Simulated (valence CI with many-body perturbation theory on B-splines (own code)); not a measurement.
**Which ion has this spectrum?**

A relativistic CI+MBPT calculation for an atom or ion with 13 electrons gives these levels (eV):

```
  J  Parity       E     g
1/2     odd    0.00  0.66
3/2     odd   38.91  1.33
1/2    even   78.08  2.44
3/2    even  104.95  1.69
5/2    even  113.33  1.42
3/2    even  126.09  0.89
1/2    even  134.88  1.14
5/2    even  147.78  1.36
3/2    even  163.78  0.93
1/2    even  174.08  1.74
5/2    even  176.06  1.21
3/2    even  179.31  1.14
3/2     odd  208.64  1.24
3/2     odd  221.67  0.52
```

The energies are calculated, and their last digits are not significant.

(1) Which is it?
A. In36+
B. Tc30+
C. Pd33+
D. Rh32+

## Answers

(1) C. Pd33+, ground level (3s^2 3p1/2) J=1/2.
